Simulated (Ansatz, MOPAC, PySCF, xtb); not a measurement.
Torsion C4–O3–C2–C1 in C3H8O (SMILES CCOC); at each angle all else is relaxed with GFN2-xTB, and the levels are single points there.
Geometry at 180° (charge 0, multiplicity 1):
```xyz
12

C      1.469    -1.469    -1.298
C      0.550    -0.838    -0.265
O     -0.631    -0.413    -0.910
C     -1.550     0.186    -0.038
H      2.387    -1.806    -0.823
H      0.974    -2.316    -1.763
H      1.710    -0.743    -2.070
H      0.303    -1.566     0.525
H      1.045     0.023     0.213
H     -1.126     1.081     0.437
H     -1.865    -0.510     0.751
H     -2.412     0.468    -0.638
```

On the grid 0° to 180°, 0° is the highest and 180° the lowest point at wB97M-V/def2-TZVPP.

Rows in 6-31G* carry no dispersion term and start afresh at each structure (6-31G* with six Cartesian d functions). MP2/6-31G* freezes PySCF's default core. The state that PM6, PM7 reach isn't checked; PM7 holds dispersion and hydrogen-bond terms.

The values were computed with Ansatz (a program for electronic structure) with Gaussian orbitals; MOPAC for PM6, PM7 (differences of heats of formation); PySCF for 6-31G* rows, the dispersion terms; xtb for the GFN methods. Each number belongs to the level named beside it.

```tsv
level	energy at 0° less that at 180° (kcal/mol)
GFN-FF	2.06
PM6	0.37
PM7	1.81
GFN1-xTB	2.47
BLYP/def2-TZVPP	6.60
r2SCAN/def2-TZVPP	6.43
B3LYP-D3(BJ)/def2-TZVPP	6.02
B3LYP-D4/def2-TZVPP	6.10
MP2/6-31G*	(withheld)
```

**Question.** Fill in the missing entries.

**Answer.** 
- MP2/6-31G*, energy at 0° less that at 180° (kcal/mol): 6.94
